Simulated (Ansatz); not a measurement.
Reaction (substitution at a C–C bond): `CCCCCC(C)(C)C` + `N[SiH2][SiH3]` → `CN[SiH2][SiH3]` + `CCCCC(C)(C)C`

Calculated with Ansatz (gas phase, PBE0-D4/def2-TZVP geometries, no zero-point term in ΔE). CCSD(T)/CBS adds triple-zeta CCSD(T) − MP2 to the extrapolated MP2 energy (def2 sets, frozen cores). This one scheme is used for every species. Functionals use def2-TZVPP. One conformer a species, not always the lowest.

| level | ΔE (kJ/mol) |
| --- | --- |
| PBE-D4 | 31.8 |
| ωB97M-V | 37.4 |
| SCS-MP2/def2-TZVPP | 37.0 |
| HF/CBS(def2) | 27.6 |

(1) What does CCSD(T)/CBS give? (Estimate.)

Largest T1 diagnostic among the species: 0.012.

## Answers

(1) Ansatz gave: +38.4 kJ/mol. The listed levels differ from it by -6.6, -1.0, -1.4, -10.8 kJ/mol.

Leaving LDA and LC-ωPBE aside and taking each functional with its dispersion term where it has one, the values, not all of them listed here, spread over 7.7 kJ/mol, from BLYP-D4 to ωB97M-V. LDA lies +6.5 kJ/mol from PBE without D4. At CCSD(T), def2-SVP lies −7.3 kJ/mol from the extrapolated value and def2-TZVPP −0.6 kJ/mol.

CCSD(T)/CBS has its own doubt, a few kJ/mol and more with outer-core shells, so smaller differences from it don't rank the levels.
